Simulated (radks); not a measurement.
Charge is removed step by step from the 1s level of the carbon ion C3+, starting from [He] 2s1. Calculated with a radial shooting solver on a logarithmic mesh with Libxc functionals: non-relativistic Kohn-Sham, PBE, spin-unpolarised, spherical densities, point nucleus; without spin polarisation the odd electron is poorly described.

removed (e)  E - E(0) (eV)  eigenvalue (eV)  E minus straight line (eV)
0                    0.000          -331.75                       0.000
0.1                 33.567          -339.61                      -3.596
0.2                 67.923          -347.52                      -6.404
0.3                 103.07          -355.48                      -8.418
0.4                 139.02          -363.47                      -9.634
0.5                 175.77          -371.51                     -10.049
0.6                 213.32          -379.57                      -9.659
0.7                 251.68          -387.67                      -8.460
0.8                 290.86          -395.78                      -6.452
0.9                 330.84          -403.89                      -3.632
1                   371.63          -412.01                       0.000

Removing the whole electron costs 371.63 eV by Delta-SCF, against 331.75 eV from minus the eigenvalue at the starting occupation. Slater's transition state (half an electron removed) gives 371.51 eV. Integrating minus the eigenvalue over the occupation (Janak's theorem) gives 371.63 eV. The mean slope of the eigenvalue, de/dn, is 80.3 eV per electron.
